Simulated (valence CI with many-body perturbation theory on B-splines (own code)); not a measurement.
**Forbidden lines of Mo2+**

Calculated by valence CI with perturbative core correlation (CI+MBPT): four valence electrons over a frozen Dirac-Fock core [Kr], radial functions for each j: 9 s, 9 p, 10 d, 8 f, 5 g, 3 h, 1 i, with the one-electron correlation potential Σ1 (screened to all orders), the two-electron term Σ2, the three-electron term Σ3, Breit, model QED; selected single and double excitations, second order for the rest, scaled by the run's own slope (own B-spline code, finite nucleus).

Against 50 measured levels this calculation errs by 357 cm⁻¹ on average and by 1033 at most. These come from a selection out of Sugar and Musgrove, J. Phys. Chem. Ref. Data 17, 155 (1988). Levels without a partner in it may be off by more, other configurations by 1,000 to 8,000 cm⁻¹. Among the levels kept, up to 430 cm⁻¹ of a level comes from second order outside the variational space, and about a tenth of that is noise between levels of different J, which matters for small intervals. Only levels of the ground parity were solved; by the run's estimate the other parity begins above the list, which can be wrong where configurations are misplaced.

Lines 51 to 100 of 103 in falling wavelength, among levels below 57198 cm⁻¹, chosen from the decays that carry over 1 % of a level's rate. Wavelengths and rates use the calculated energies, so an error of 400 cm⁻¹ moves a line at 7517 Å by 3 % and its rate by three times that or more. Electric multipoles are in the length gauge, E1 and E2 with the static RPA response of the core. Weak lines are less certain than strong ones. Lines between different terms over intervals too small for the method are left out, as are lines whose strength nearly cancels and 17 of this kind that miss the measured wavelength by over 7 %. Branching is blank where the lifetime is uncertain.

Letters in brackets count levels of one name in rising energy.

```
λ vac (Å)  λ from measured levels         Upper         Lower  Type   A (s⁻¹)  Branch %
     7540                              4d4 1F_3  4d4 3F_4 [a]    M1  3.60e-02          
     7517                    7650  4d4 3F_4 [a]      4d4 5D_3    M1  1.39e-01      17.9
     7385                    7530  4d4 3F_3 [a]      4d4 5D_2    M1  1.45e-01      26.3
     7384                    7541  4d4 3F_2 [a]      4d4 5D_2    M1  1.91e-01      57.5
     7366                              4d4 1F_3  4d4 3F_3 [a]    M1  3.91e-02          
     7339                    7614  4d4 3P_2 [a]      4d4 5D_3    M1  5.74e-01      85.6
     7162                    7306  4d4 3F_2 [a]      4d4 5D_1    M1  1.12e-01      33.6
     7042                    7143      4d4 3G_3      4d4 5D_4    M1  1.25e-02       5.2
     6850                    7084  4d4 3P_2 [a]      4d4 5D_1    M1  8.64e-03       1.3
     6846                    6939      4d4 3G_4      4d4 5D_4    M1  8.39e-02      53.0
     6735                    6827      4d4 3G_3      4d4 5D_3    M1  8.40e-02      35.0
     6666                    6738      4d4 3G_5      4d4 5D_4    M1  2.89e-03          
     6555                    6641      4d4 3G_4      4d4 5D_3    M1  2.74e-02      17.3
     6543                              4d4 1F_3      4d4 3H_4    M1  2.08e-02          
     6494                    6578      4d4 3G_3      4d4 5D_2    M1  3.74e-02      15.6
     5832                          4d4 3F_2 [b]      4d4 3G_3    M1  3.36e-01       9.9
     5832                          4d4 3F_2 [b]      4d4 3G_3    E2  3.16e-01       9.3
     5706                          4d4 3P_2 [b]  4d4 3P_2 [a]    E2  1.60e-01       7.3
     5447                    5677      4d4 3D_3      4d4 5D_4    M1  3.57e-01      56.5
     5262                          4d4 3F_2 [b]  4d4 3F_2 [a]    E2  4.75e-01      14.0
     5262                          4d4 3F_2 [b]  4d4 3F_3 [a]    E2  7.54e-01      22.2
     5261                    5475      4d4 3D_3      4d4 5D_3    M1  8.58e-02      13.6
     5240                    5449      4d4 3D_2      4d4 5D_3    M1  1.60e-01      27.9
     5164                          4d4 3P_2 [b]  4d4 3P_1 [a]    E2  2.26e-01      10.3
     5164                          4d4 3P_2 [b]  4d4 3P_1 [a]    M1  5.66e-02       2.6
     5113                    5314      4d4 3D_3      4d4 5D_2    M1  1.14e-01      18.1
     5093                    5289      4d4 3D_2      4d4 5D_2    M1  1.20e-01      20.9
     5011                              4d4 3D_1      4d4 5D_2    M1  1.27e-02       1.7
     4986                    5172      4d4 3D_2      4d4 5D_1    M1  1.97e-01      34.2
     4908                              4d4 3D_1      4d4 5D_1    M1  1.80e-01      23.8
     4859                          4d4 3P_2 [b]  4d4 3P_0 [a]    E2  1.09e-01       5.0
     4851                              4d4 3D_1      4d4 5D_0    M1  2.33e-01      30.9
     4828                          4d4 3F_2 [b]      4d4 3H_4    E2  3.25e-01       9.6
     4320                    4517  4d4 1D_2 [a]      4d4 5D_2    M1  1.94e-02          
     4243                    4432  4d4 1D_2 [a]      4d4 5D_1    M1  1.43e-02          
     3278                          4d4 3P_2 [b]      4d4 5D_4    E2  4.73e-02       2.2
     3266                    3229   4d3 5s 5F_2      4d4 5D_4    E2  2.96e-01       1.1
     3242                    3206   4d3 5s 5F_1      4d4 5D_3    E2  9.88e-01       3.7
     3210                          4d4 3P_2 [b]      4d4 5D_3    M1  4.67e-01      21.4
     3210                          4d4 3P_2 [b]      4d4 5D_3    E2  3.44e-02       1.6
     3205                    3167   4d3 5s 5F_3      4d4 5D_4    E2  2.71e+00       9.7
     3199                    3163   4d3 5s 5F_2      4d4 5D_3    E2  6.39e+00      23.4
     3185                    3150   4d3 5s 5F_1      4d4 5D_2    E2  1.04e+01      38.7
     3154                          4d4 3P_2 [b]      4d4 5D_2    E2  1.61e-01       7.4
     3143                    3108   4d3 5s 5F_2      4d4 5D_2    E2  1.23e+01      45.3
     3143                    3108   4d3 5s 5F_1      4d4 5D_1    E2  1.55e+01      57.6
     3139                    3103   4d3 5s 5F_3      4d4 5D_3    E2  1.30e+01      46.6
     3113                          4d4 3P_2 [b]      4d4 5D_1    M1  3.06e-02       1.4
     3113                          4d4 3P_2 [b]      4d4 5D_1    E2  3.05e-02       1.4
     3090                          4d4 3P_2 [b]      4d4 5D_0    E2  2.70e-01      12.4
```
